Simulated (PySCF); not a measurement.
C4H12O4Si, SMILES CO[Si](OC)(OC)OC.

Geometry: PBE0-D3(BJ)/def2-SVP. The isomer is the one that the SMILES or the coordinates give; other isomers of the formula were not compared. The values are those of a single conformer.

Two levels are set side by side: PBE/def2-SVP (PySCF) and HF/def2-SVP (PySCF). Same geometry, gas phase. Differences are taken from unrounded values.

```tsv
quantity	HF
orbital gap (eV)	16.85
highest occupied level (eV)	-12.06
lowest empty level (eV)	4.79
mean polarisability (bohr³)	66.9
```

Problem. What does PBE give, and how far is it from HF? (The exact figures need the calculation; the answer reports its results.)

Solution. 
| quantity | PBE | PBE minus HF |
|---|---|---|
| orbital gap (eV) | 6.97 | -9.89 |
| highest occupied level (eV) | -6.25 | 5.81 |
| lowest empty level (eV) | 0.71 | -4.08 |
| mean polarisability (bohr³) | 76.6 | 9.7 |

Without exact exchange PBE keeps part of each electron's self-repulsion, which lifts occupied levels and narrows the gap. Loosely held outer electrons make PBE densities more polarisable. Differences between two approximate levels are no errors against the true value.

Rough cost on one machine, each run with all the roots and properties that it gave: HF against PBE about 1/3.
